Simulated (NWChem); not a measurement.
AlCl, singlet; SMILES [Al][Cl]

```xyz
2

Al     0.0000     0.0000    -1.2092
Cl     0.0000     0.0000     0.9377
```
Atoms are numbered in this order, from 1.

Results from NWChem. Pople sets run with spherical d functions. Low-valent species are run as closed-shell singlets; no triplet was tried in these runs. Geometry: optimised at PBE0/def2-SVP. Vertical excitations in the gas phase; the lowest state need not have the same character in each row.

```json
[
 {"level": "PBE/6-31G*, TDA", "lowest excitation, singlet (eV)": "4.80", "oscillator strength of that lowest state": "0.243", "orbital gap (eV)": "3.70"},
 {"level": "B3LYP/6-31G*, TDA", "lowest excitation, singlet (eV)": "4.91", "oscillator strength of that lowest state": "?", "orbital gap (eV)": "?"},
 {"level": "BHandHLYP/6-31G*, TDA", "lowest excitation, singlet (eV)": "5.01", "oscillator strength of that lowest state": "0.316", "orbital gap (eV)": "6.97"},
 {"level": "LRC-wPBEh/6-31G*, TDA", "lowest excitation, singlet (eV)": "4.91", "oscillator strength of that lowest state": "0.296", "orbital gap (eV)": "8.71"}
]
```

Q: Complete the blanks.

A: 
- B3LYP/6-31G*, TDA, oscillator strength of that lowest state: 0.269
- B3LYP/6-31G*, TDA, orbital gap (eV): 5.04
